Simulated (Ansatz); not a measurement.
Geometry optimisation, Ansatz, RKS B3LYP/def2-SVP.

Input file:

```yaml
crystal:
  periodic: [false, false, false]
  atoms:
    - { symbol: Te, position_ang: [-2.05899, 0.1249, 0.00964] }
    - { symbol: Mg, position_ang: [0.32787, -0.56542, 0.65503] }
    - { symbol: I, position_ang: [2.15072, -1.84943, 2.04968] }
    - { symbol: H, position_ang: [-1.21961, 1.00771, -1.12714] }
basis:
  gaussian: { orbitals: def2-SVP }
hamiltonian:
  xc: b3lyp
relax:
  f_tol: 0.015
  max_steps: 40
```

Command:

```bash
$ ansatz run input.yaml --threads 1 --pin off --max-ram 2048MiB --backend cpu --events-out ev --progress --plain --runs-dir out
```

Problem. Where does it end, and by what steps?

Solution. It converged. After 5 steps the energy has fallen by 0.142 eV; Mg2 moved furthest, 0.39 Å.

| step | energy less start (eV) | largest force component (eV/Å) | accepted |
| --- | --- | --- | --- |
| 0 | 0.0000 | 0.650 | yes |
| 1 | -0.1084 | 0.316 | yes |
| 2 | -0.1290 | 0.068 | yes |
| 3 | -0.1357 | 0.090 | yes |
| 4 | -0.1420 | 0.058 | yes |
| 5 | -0.1423 | 0.007 | yes |

```xyz
4
Properties=species:S:1:pos:R:3
Te -2.092 0.204 -0.081
Mg 0.139 -0.778 0.922
I 2.296 -1.753 1.923
H -1.144 1.045 -1.178
```

Whether the end is a true minimum wasn't checked by a vibrational analysis.

Run time: 20 s on 1 thread of Intel(R) Xeon(R) 6975P-C (Granite Rapids), with other jobs on the host, peak memory 0.19 GiB.
